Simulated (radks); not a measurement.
Results of a calculation; reference values are marked as such.
Orbital eigenvalues (eV) of neutral cadmium, [Kr] 4d10 5s2, at several levels of relativity; Dirac values are averaged over j with weights 2j + 1. Spin-unpolarised spherical Kohn-Sham, PBE, point nucleus unless stated (finite: rms radius 4.6087 fm), a radial shooting solver on a logarithmic mesh with Libxc functionals. A level marked "c x" has the speed of light scaled by that factor.

| shell | non-rel. | scalar-rel. | scalar-rel., finite nucleus | Dirac, c x 0.75 | change of magnitude, last against first (%) |
|---|---|---|---|---|---|
| 1s | -25649 | -26526 | -26524 | -27264 | +6.30 |
| 2s | -3726.8 | -3938.1 | -3937.9 | -4119.5 | +10.54 |
| 2p | -3474.2 | -3533.5 | -3533.5 | -3586.8 | +3.24 |
| 3s | -691.66 | -733.97 | -733.94 | -770.57 | +11.41 |
| 3p | -589.09 | -601.27 | -601.27 | -612.31 | +3.94 |
| 3d | -399.28 | -393.64 | -393.64 | -388.21 | -2.77 |
| 4s | -97.995 | -105.92 | -105.91 | -112.93 | +15.25 |
| 4p | -65.173 | -66.967 | -66.968 | -68.756 | +5.50 |
| 4d | -12.640 | -11.733 | -11.734 | -11.016 | -12.85 |
| 5s | -5.2787 | -5.6597 | -5.6595 | -6.0411 | +14.44 |
| 5p (empty) | -1.2872 | -1.1834 | -1.1835 | -1.1161 | -13.30 |
